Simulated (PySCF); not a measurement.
Magnetic shielding above rings: a mixed set.

Definitions: NICS(0) = −σiso at the ring centroid; NICS(1) = −σiso and NICS(1)zz = −σzz at ±1 Å along the ring normal z. Level: GIAO PBE0/pcSseg-1 (PySCF, non-relativistic, gas phase) on the GFN2-xTB geometries, one conformer each. Atom numbers follow the mapped SMILES.

Question: Order these rings by mean NICS(1)zz, lowest (most negative) first (ppm).
A. ring C5–C6–C7–C8–C9–C10 in `[OH:1][C@@H:2]1[CH2:3][CH2:4][c:5]2[cH:6][cH:7][cH:8][cH:9][c:10]2[CH2:11]1`
B. ring C3–C4–C6–C7–C8–C9 in `[CH:1]#[C:2][C@@H:3]1[C:4](=[O:5])[CH2:6][CH2:7][CH2:8][C@H:9]1[CH:10]=[CH2:11]`
C. ring C4–C5–C6–N7–C8–C9 in `[S:1]=[C:2]=[CH:3][c:4]1[cH:5][cH:6][n:7][cH:8][cH:9]1`
D. ring C2–C3–C4–C5–C6–C10 in `[CH2+:1][c:2]1[cH:3][cH:4][cH:5][c:6]([C:7]([CH3:8])=[S:9])[cH:10]1` (charge +1)
E. ring C4–S5–C6–N7–C8 in `[cH:1]1[cH:2][cH:3][c:4]2[s:5][cH:6][n:7][c:8]2[cH:9]1`
F. ring C4–C5–C6 in `[O:1]=[C:2]([F:3])[C@H:4]1[CH2:5][C@H:6]1[C:7](=[O:8])[F:9]`
G. ring C3–O4–C5–C6–C8 in `[O:1]=[CH:2][C@@H:3]1[O:4][CH2:5][C:6]([F:7])=[C:8]1[F:9]`

Answer: A (-27.1), C (-25.6), E (-24.0), F (-22.9), D (-14.1), G (-1.9), B (0.7).

```tsv
SMILES	ring	NICS(0)	NICS(1)	NICS(1)zz	HOMA	rms pucker (Å)	ring atoms with four or more neighbours
O[C@@H]1CCc2ccccc2C1	6-membered carbocycle; formal bonds all aromatic	-8.1	-11.1	-27.1	0.99	0.00	0
S=C=Cc1ccncc1	6-membered ring with N; formal bonds all aromatic	-6.2	-10.2	-25.6	0.99	0.00	0
c1ccc2scnc2c1	5-membered ring with N and S; formal bonds all aromatic	-10.7	-10.8	-24.0	0.70	0.00	0
O=C(F)[C@H]1C[C@H]1C(=O)F	3-membered carbocycle; formal bonds all single	-44.0	-8.5	-22.9	–	0.00	3
[CH2+]c1cccc(C(C)=S)c1	6-membered carbocycle; formal bonds all aromatic	-2.4	-7.1	-14.1	0.81	0.01	0
O=C[C@@H]1OCC(F)=C1F	5-membered ring with O; formal bonds 1 double, 4 single	-8.7	-2.3	-1.9	–	0.02	2
C#C[C@@H]1C(=O)CCC[C@H]1C=C	6-membered carbocycle; formal bonds all single	-1.1	-2.1	0.7	–	0.23	5
```

NICS(0) gives another order. The isotropic NICS(1) gives another order. Over the 4 rings with a HOMA value its correlation coefficient with NICS(1)zz is -0.47. HOMA uses Krygowski's 1993 parameters; it is left out where a ring has a four-coordinate atom, a triple bond, no multiple bond or a kind of bond without parameters. NICS(1) and NICS(1)zz are means over the two faces.
